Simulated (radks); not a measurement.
Values are calculated unless marked as measured or tabulated.
All-electron atom: Eu in [Xe] 4f7 6s2 (the NIST ground configuration). Code: a radial shooting solver on a logarithmic mesh with Libxc functionals. Model: Dirac Kohn-Sham, exchange-only LDA, spin-unpolarised, spherical densities, finite nucleus; open shells fill j = l - 1/2 first; Fermi nuclear charge, rms radius 5.1115 fm.

Spin-orbit splittings of the eigenvalues, e(l+1/2) - e(l-1/2), with zeta = 2 splitting/(2l+1) and mean radii in bohr:

| shell | occ. | splitting (eV) | zeta (eV) | <r> j=l-1/2 | <r> j=l+1/2 |
|---|---|---|---|---|---|
| 2p | 6 | 647.2 | 431.5 | 0.07910 | 0.08583 |
| 3p | 6 | 131.8 | 87.90 | 0.2390 | 0.2519 |
| 3d | 10 | 28.72 | 11.49 | 0.2237 | 0.2277 |
| 4p | 6 | 29.25 | 19.50 | 0.5794 | 0.6091 |
| 4d | 10 | 5.244 | 2.098 | 0.6488 | 0.6594 |
| 4f | 7 | 0.6107 | 0.1745 | 0.9795 | 1.005 |
| 5p | 6 | 3.820 | 2.547 | 1.567 | 1.671 |
| 5d | 0 | 0.1652 | 0.06607 | 3.503 | 3.698 |
| 6p | 0 | 0.1650 | 0.1100 | 6.241 | 6.746 |
